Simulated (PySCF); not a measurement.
Computed IR spectrum (relative IR intensity) of a molecule C₃H₆O. Coordinates come from a B3LYP-D3(BJ)/def2-SVP optimisation. The values are those of a single conformer. Computed with PySCF with B3LYP-D3(BJ)/def2-SVP. Harmonic, unscaled wavenumbers; measured fundamentals usually lie a few per cent lower.

```json
[
 {"ν (cm⁻¹)": "526", "relative intensity": "2.1"},
 {"ν (cm⁻¹)": "843", "relative intensity": "25"},
 {"ν (cm⁻¹)": "891", "relative intensity": "4.6"},
 {"ν (cm⁻¹)": "977", "relative intensity": "7.0"},
 {"ν (cm⁻¹)": "1118", "relative intensity": "8.4"},
 {"ν (cm⁻¹)": "1178", "relative intensity": "50"},
 {"ν (cm⁻¹)": "1273", "relative intensity": "100"},
 {"ν (cm⁻¹)": "1336", "relative intensity": "13"},
 {"ν (cm⁻¹)": "1409", "relative intensity": "10"},
 {"ν (cm⁻¹)": "1467", "relative intensity": "2.6"},
 {"ν (cm⁻¹)": "1480", "relative intensity": "13"},
 {"ν (cm⁻¹)": "1731", "relative intensity": "78"},
 {"ν (cm⁻¹)": "2989", "relative intensity": "36"},
 {"ν (cm⁻¹)": "3058", "relative intensity": "23"},
 {"ν (cm⁻¹)": "3122", "relative intensity": "8.2"},
 {"ν (cm⁻¹)": "3140", "relative intensity": "8.8"}
]
```

### Question
Pick the molecule that these values belong to.
A) OC1CC1
B) CC(C)=O
C) C=COC
D) C1COC1

### Answer
C, C=COC
